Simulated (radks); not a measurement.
The numbers below are computed, except where a source is named.
Coulomb parameter of the 4f shell of the europium ion Eu2+ in the model configuration [Xe] 4f5 6p2, as a second difference U = [E(n + 1) + E(n - 1) - 2 E(n)] / (1)^2 with all orbitals relaxed. "Bare": the charge of the atom changes with n. "Screened": the 6p shell takes up the change at fixed total charge, which measures U(4f,4f) + U(6p,6p) - 2 U(4f,6p). Level of theory: Dirac Kohn-Sham, BLYP, spin-unpolarised, spherical densities, finite nucleus; open shells are shared between the two j in proportion to 2j + 1; Fermi nuclear charge, rms radius 5.1115 fm (a radial shooting solver on a logarithmic mesh with Libxc functionals).

| case | configuration | E - E(n) (eV) |
|---|---|---|
| start | [Xe] 4f5 6p2 | 0.000 |
| bare +1 | [Xe] 4f6 6p2 | -27.505 |
| bare -1 | [Xe] 4f4 6p2 | 46.222 |
| screened +1 | [Xe] 4f6 6p1 | -17.808 |
| screened -1 | [Xe] 4f4 6p3 | 27.659 |

U(bare) = 18.717 eV, U(screened by 6p) = 9.851 eV.
